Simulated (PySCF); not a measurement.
Worked example: oscillator strength and radiative lifetime

ClH6NSi2, SMILES N[SiH2][SiH2]Cl.

Coordinates come from a B3LYP-D3(BJ)/def2-SVP optimisation. This is a generated structure with no PubChem entry under its InChIKey; it may be hypothetical. The values are those of a single conformer.

TDA-ωB97X/def2-SVPD (PySCF) puts the first singlet state with f over 0.02 at 5.76 eV (vertical), with the transition dipole (-0.127, -0.055, 0.375) in atomic units.

Problem. Find the oscillator strength, the wavelength and the radiative lifetime that this transition would have in vacuum if emission retraced absorption.

Solution. 
|μ|² = 0.1598 au, so |μ| = 1.02 D. ΔE = 5.76/27.211 = 0.2117 hartree. f = (2/3) ΔE |μ|² = 0.023 (the program prints 0.023).
λ = 1239.84/5.76 = 215 nm; ν = 46458 cm⁻¹.
Einstein's coefficient A = 0.6670 ν² f s⁻¹ (ν in cm⁻¹) = 3.2e7 s⁻¹, so τ = 1/A = 31 ns. This state is S1. The figure is the radiative limit of this one transition; relaxation, internal conversion, crossing to triplets and a medium change what is measured.
